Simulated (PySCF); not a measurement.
Cl₂HOTi, charge +1, multiplicity 1.

```xyz
5

Ti    -0.3881    -0.3350     0.0000
Cl     0.1562     0.7398     1.7500
Cl     0.1562     0.7398    -1.7500
O      0.2904    -1.8913     0.0000
H      0.9027    -2.6527     0.0000
```
Charge +1, spin multiplicity 1.

Coordinates come from a B3LYP-D3(BJ)/def2-SVP optimisation. The multiplicity is an assumed one; other spin states were not compared. The isomer is the one that the SMILES or the coordinates give; other isomers of the formula were not compared. The values are those of a single conformer.

These are PySCF with HF/pcSseg-1 values and carry that method's errors. Non-relativistic, no solvent.

### Question
Give the absolute GIAO shielding of each atom: isotropic value and principal components (ppm). (The exact figures need the calculation; the answer reports its results.)

### Answer

```
atom  σ(iso)      σ11     σ22     σ33    span
----  ------  -------  ------  ------  ------
Ti1   -182.2   -687.4  -161.6   302.4   989.8
Cl2   -244.4  -1359.0  -440.3  1066.2  2425.2
Cl3   -244.4  -1359.0  -440.3  1066.2  2425.2
O4    -122.9   -416.8  -325.8   374.1   791.0
H5      25.8     20.0    23.5    34.1    14.1
```
